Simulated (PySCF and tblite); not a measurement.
Values are calculated unless marked as measured or tabulated.
## Conformers and averaged properties: C₄H₁₀GeS, numbered as in [GeH3:1][C@@H:2]1[CH2:3][CH2:4][CH2:5][S:6]1

The ensemble was built from 60 distance-geometry starts (ETKDG, UFF, GFN2-xTB) and rests on GFN2-xTB geometries. Weights use B3LYP-D3(BJ)/def2-SVP (IEF-PCM, dichloromethane) energies plus GFN2-xTB zero-point and thermal terms (modes under about 100 cm⁻¹ blended into free rotors). Symmetry numbers and mirror images are counted. Conformers within 2.5 kcal/mol (GFN2-xTB free energy) were kept, 6 at most. GIAO shieldings: B97-2/pcSseg-1 (IEF-PCM, dichloromethane). Shifts are against TMS (¹H), TMS (¹³C) at the same level; of two unlike H on one atom, a is the less shielded. Programs: PySCF with density fitting and tblite.

The 5-ring runs over atoms 2–3–4–5–6.

```
conformer                                                shape  symmetry  E(GFN2) kcal/mol  E(DFT) kcal/mol  G(298.15 K) kcal/mol  weight %  dipole D
        1   5-ring twist (ring torsions 51, -39, 14, 14, -39°)        C1              0.24             0.00                  0.00      70.6      2.73
        2  5-ring twist (ring torsions -50, 37, -13, -15, 39°)        C1              0.00             0.55                  0.52      29.4      2.58
```

Weights (%) against temperature:

| T (K) | 1 | 2 | S(mix) cal/mol/K |
| --- | --- | --- | --- |
| 250 | 73.5 | 26.5 | 1.15 |
| 298.15 | 70.6 | 29.4 | 1.20 |
| 350 | 68.2 | 31.8 | 1.24 |

Averaged shifts at 298.15 K. ¹H: 3.48 (H1, 3H), 3.02 (H5a, 1H), 3.00 (H5b, 1H), 3.00 (H2, 1H), 2.35 (H3a, 1H), 2.23 (H4a, 1H), 1.84 (H4b, 1H), 1.73 (H3b, 1H) ppm. ¹³C: 39.5 (C3), 38.9 (C5), 35.8 (C4), 35.4 (C2) ppm.

Coordinates of conformer 1 (Å):

```xyz
16

Ge    2.374    0.710    0.167
C     0.655   -0.234    0.426
C    -0.058   -0.600   -0.865
C    -1.528   -0.779   -0.508
C    -1.924    0.471    0.258
S    -0.491    0.890    1.319
H     2.964    1.119    1.472
H     3.359   -0.167   -0.545
H     2.141    1.927   -0.663
H     0.774   -1.118    1.057
H     0.042    0.214   -1.590
H     0.374   -1.504   -1.298
H    -2.151   -0.905   -1.395
H    -1.646   -1.658    0.130
H    -2.792    0.328    0.898
H    -2.100    1.315   -0.410
```

Coordinates of conformer 2 (Å):

```xyz
16

Ge    1.851   -0.862    0.836
C     0.607   -0.556   -0.681
C     0.138    0.878   -0.862
C    -0.953    1.104    0.174
C    -1.925   -0.054    0.025
S    -0.913   -1.532   -0.344
H     1.233   -0.472    2.138
H     2.184   -2.312    0.912
H     3.123   -0.081    0.676
H     1.037   -0.954   -1.601
H     0.969    1.576   -0.731
H    -0.274    1.015   -1.866
H    -0.513    1.094    1.175
H    -1.462    2.058    0.028
H    -2.603    0.096   -0.816
H    -2.504   -0.248    0.926
```

Spin–orbit effects of the heavy atoms on shieldings are missing. Shifts are unscaled: against experiment ¹³C can be off by 15 ppm or more and ¹H by 0.8 ppm.

Search and properties took 67 s on 1 thread of Arm Neoverse V2, shared host (rough), launched as `OMP_NUM_THREADS=1 python ens_run.py task.json out`.
